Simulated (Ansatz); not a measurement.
SiH2Me(OiPr) (C4H12OSi), relaxed as a singlet with RKS PBE-D4/def2-SVP in Ansatz, starting from the GFN2-xTB geometry. Force threshold 0.02 eV/Å.

Another isomer (singlet) lies 0.70 eV lower at PBE0-D4/def2-TZVP; other spin states weren't run for this one.

Start:

```xyz
18

C     1.242    1.389   -2.351
C    -0.327   -0.864    0.751
C    -1.463   -1.774    0.290
C    -0.759    0.009    1.924
O     0.069   -0.085   -0.347
Si    1.250    1.008   -0.501
H     0.988    2.220    0.289
H     2.542    0.462   -0.062
H     0.286    1.787   -2.675
H     1.450    0.505   -2.946
H     2.002    2.129   -2.579
H     0.529   -1.481    1.063
H    -2.320   -1.172   -0.003
H    -1.756   -2.448    1.091
H    -1.142   -2.359   -0.568
H     0.080    0.606    2.272
H    -1.556    0.678    1.609
H    -1.116   -0.612    2.741
```

| step | energy (eV) | largest force component (eV/Å) | SCF passes |
| --- | --- | --- | --- |
| 1 | -14250.0621 | 1.692 | 19 |
| 2 | -14250.2398 | 1.006 | 20 |
| 3 | -14250.2719 | 0.246 | 20 |
| 4 | -14250.2761 | 0.330 | 19 |
| 5 | -14250.2839 | 0.074 | 19 |
| 6 | -14250.2841 | 0.100 | 19 |
| 7 | -14250.2858 | 0.022 | 20 |
| 8 | -14250.2862 | 0.015 | 20 |
| 9 | -14250.2865 | 0.020 | 19 |
| 10 | -14250.2867 | 0.019 | 20 |
| 11 | -14250.2869 | 0.032 | 19 |
| 12 | -14250.2871 | 0.027 | 21 |
| 13 | -14250.2873 | 0.033 | 20 |
| 14 | -14250.2874 | 0.023 | 21 |
| 15 | -14250.2875 | 0.012 | 21 |

Force components are those of the run's own axes.

End:

| atom | x (Å) | y (Å) | z (Å) |
| --- | --- | --- | --- |
| C1 | 1.291 | 1.483 | -2.384 |
| C2 | -0.385 | -0.802 | 0.770 |
| C3 | -1.401 | -1.858 | 0.346 |
| C4 | -0.878 | 0.050 | 1.940 |
| O5 | -0.115 | 0.015 | -0.373 |
| Si6 | 1.277 | 0.939 | -0.589 |
| H7 | 1.292 | 2.149 | 0.315 |
| H8 | 2.490 | 0.100 | -0.252 |
| H9 | 0.386 | 2.081 | -2.616 |
| H10 | 1.311 | 0.606 | -3.062 |
| H11 | 2.182 | 2.110 | -2.593 |
| H12 | 0.557 | -1.321 | 1.081 |
| H13 | -2.343 | -1.370 | 0.021 |
| H14 | -1.632 | -2.548 | 1.182 |
| H15 | -1.011 | -2.450 | -0.505 |
| H16 | -0.119 | 0.802 | 2.240 |
| H17 | -1.803 | 0.593 | 1.654 |
| H18 | -1.100 | -0.580 | 2.825 |

By distances, no bond broke or formed. The bond that changes most is O5–Si6, from 1.62 to 1.68 Å (atoms count from 1).

The force fell under the threshold at step 8, but the optimiser went on. No frequencies were taken in this run, so the end may be a saddle point.

Run time 19 s (4 threads of Arm Neoverse V2 on a shared host).
